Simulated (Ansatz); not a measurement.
Consider the ligand exchange at the Si–C bond: `C[SiH](S)S` + `C=N` → `C=N[SiH](S)S` + CH₄.

Calculated with Ansatz (gas phase, PBE0-D4/def2-TZVP geometries, no zero-point term in ΔE). CCSD(T)/CBS is the MP2 limit (def2-TZVPP, def2-QZVPP) plus CCSD(T) − MP2 in def2-TZVPP, frozen cores. This one scheme is used for every species. DFT in def2-TZVPP. HSE06 is defined as in plane-wave codes. One conformer a species, not always the lowest.

```csv
level,ΔE (kcal/mol)
B97M-V,-10.7
HSE06-D4,-9.1
r2SCAN0,-9.7
CAM-B3LYP,-10.2
```

Problem. What does CCSD(T)/CBS give? (Best estimate.)

Solution. Ansatz gave: -9.4 kcal/mol. The listed levels differ from it by -1.3, 0.3, -0.3, -0.8 kcal/mol.

Largest T1 diagnostic among the species: 0.013.

Leaving LDA and LC-ωPBE aside and taking each functional with its dispersion term where it has one, the values, not all of them listed here, spread over 2.3 kcal/mol, from BLYP-D4 to PBE0-D4.
